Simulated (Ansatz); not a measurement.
**Reading a saddle point**

A first-order saddle point of GeH5Cl, closed shell, PBE0-D4/def2-TZVP, with one imaginary mode of 961i cm⁻¹:

```
atom    x (Å)    y (Å)    z (Å)
 Ge1  -0.3780   0.4638  -0.1303
  H2   0.1116  -0.7254   1.1744
  H3  -1.2079  -0.1229  -1.2639
  H4  -1.3442   0.8771   1.0141
  H5   0.6049   1.6039  -0.3586
  H6   0.6785  -0.9972   0.5514
 Cl7   1.5352  -1.0994  -0.9870
```

Ansatz 0.2.0; basis: def2-TZVPP and def2-QZVPP; cores frozen in the correlated methods. Filled d shells of the heavier atoms are correlated. The def2 sets are not built for correlating such inner shells, so the correlated values are less sure here. Extrapolation: Hartree–Fock as exp(−7.88 √X), correlation as X^−2.97.

(1) Which contacts change along the imaginary mode, and what lies on either side? (Judge from chemistry; the calculation decides.)

(2) Which side is lower, and how far does the saddle lie above each? (To be estimated.)

The T1 diagnostic stays at or below 0.012.

## Answers

(1) Computed: The step is GeH₄ + HCl → GeH₃Cl ([Cl][GeH3]) + H₂, with the molecules in contact on both sides. Shortening one way: Ge1–Cl7, H2–H6; lengthening the same way: Ge1–H2, H6–Cl7.
```tsv
pair	one side (Å)	saddle (Å)	other side (Å)
Ge1–Cl7	4.10	2.61	2.16
H2–H6	2.06	0.89	0.75
Ge1–H2	1.54	1.83	4.20
H6–Cl7	1.28	1.76	3.08
```

(2) Computed: The side with Ge1–Cl7, H2–H6 short is lower by 11.16 kcal/mol; the saddle lies 54.78 kcal/mol above it and 43.62 kcal/mol above the other (CCSD(T) at an estimated basis limit (MP2 extrapolated from triple and quadruple zeta, plus CCSD(T) − MP2 in triple zeta); electronic energies).

Labels in which every atom is bracketed show which atoms are joined, not bond orders.

For scale, one of the runs: CCSD(T)/def2-TZVPP, 160 basis functions, launched by `ansatz run in.yaml --threads 2 --pin off --events-out ev --progress --plain --max-ram 4352MiB`. Time: 22 s of wall clock on 2 CPU threads of an Arm Neoverse V2; the host was shared. Peak host memory: 1.1 GiB.
